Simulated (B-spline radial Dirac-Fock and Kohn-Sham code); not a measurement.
## X-ray form factors of silver in several charge states

Calculated with a radial B-spline solver, using configuration-average Dirac-Fock orbitals.

Configurations: Ag¹⁵⁺ [Ar] 3d10 4s2 4p2; Ag¹⁷⁺ [Ar] 3d10 4s2; Ag¹⁹⁺ [Ar] 3d10. The first column is f₀ of Ag¹⁵⁺, the others are differences from it.

```csv
s (Å⁻¹),Ag¹⁵⁺,Δ Ag¹⁷⁺,Δ Ag¹⁹⁺
0,32.000,-2.000,-4.000
0.05,31.893,-1.969,-3.942
0.1,31.576,-1.877,-3.772
0.15,31.064,-1.733,-3.503
0.2,30.379,-1.546,-3.152
0.25,29.549,-1.330,-2.743
0.3,28.604,-1.098,-2.301
0.35,27.577,-0.866,-1.851
0.4,26.500,-0.645,-1.417
0.45,25.398,-0.445,-1.016
0.5,24.297,-0.273,-0.664
0.6,22.158,-0.027,-0.136
0.7,20.170,+0.095,+0.154
0.8,18.356,+0.122,+0.250
0.9,16.706,+0.093,+0.219
1,15.202,+0.042,+0.128
1.1,13.826,-0.007,+0.026
1.2,12.570,-0.043,-0.058
1.4,10.418,-0.067,-0.134
1.6,8.744,-0.052,-0.115
```
